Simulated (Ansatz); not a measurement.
HBCl, doublet, at a GFN2-xTB geometry; CCSD/def2-SVP run with Ansatz (a first-principles code).

Ansatz was given this input:
Ansatz 0.2 input:
```yaml
crystal:
  periodic: [false, false, false]
  atoms:
    - {symbol: B, position_ang: [-1.11910595, 0.43366543, 0.05067460]}
    - {symbol: Cl, position_ang: [0.44881581, -0.11025720, -0.01488399]}
    - {symbol: H, position_ang: [-2.03433907, -0.29395469, -0.00034516]}
basis:
  gaussian:
    orbitals: def2-SVP
magnetization: {spin_polarized: true, initial_magnetization: 1}
correlation: {method: ccsd}
```

It wrote (shortened):

```
Functional definition: HF
357 factors; integrals over basis functions are off by at most 1.0e-3 eV
mean field evaluation 1: about -13184.6677 eV, gradient 8.2e0 eV
mean field evaluation 2: about -13184.7028 eV, gradient 8.2e0 eV
mean field evaluation 4: about -13185.5539 eV, gradient 1.4e0 eV
mean field evaluation 8: about -13185.5956 eV, gradient 7.5e-2 eV
mean field evaluation 16: about -13184.6683 eV, gradient 8.2e0 eV
mean field evaluation 32: about -13183.5930 eV, gradient 9.6e-2 eV
mean field -13185.59582448 eV, -484.5617090317 hartree, gradient 2.2e-6 eV, S^2 0.753816; 1 other end points of the search recorded, 0 dependent functions left out
determinant -13185.59582448 eV, -484.5617090317 hartree, with singles and doubles -13191.61960427 eV, -484.7830788561 hartree
determinant -13183.59335316 eV, -484.4881195682 hartree, with singles and doubles -13189.78641273 eV, -484.7157103095 hartree
6 core orbitals not correlated
reference -13185.59582448 eV, -484.5617090317 hartree; 6, 5 occupied and 25, 26 virtual orbitals, 357 factors
second order -5.37499371 eV of doubles, -0.00000000 eV of singles
cycle   1  -6.02389484 eV  change   -1.2e-4 eV  update   3.7e-4
cycle   2  -6.02394566 eV  change   -5.1e-5 eV  update   2.3e-4
cycle   3  -6.02394024 eV  change    5.4e-6 eV  update   6.8e-5
cycle   4  -6.02393216 eV  change    8.1e-6 eV  update   2.6e-5
cycle   5  -6.02396181 eV  change   -3.0e-5 eV  update   6.4e-6
cycle   6  -6.02397050 eV  change   -8.7e-6 eV  update   2.6e-6
Total energy: -13191.61979498 eV, -484.7830858645 hartree
```
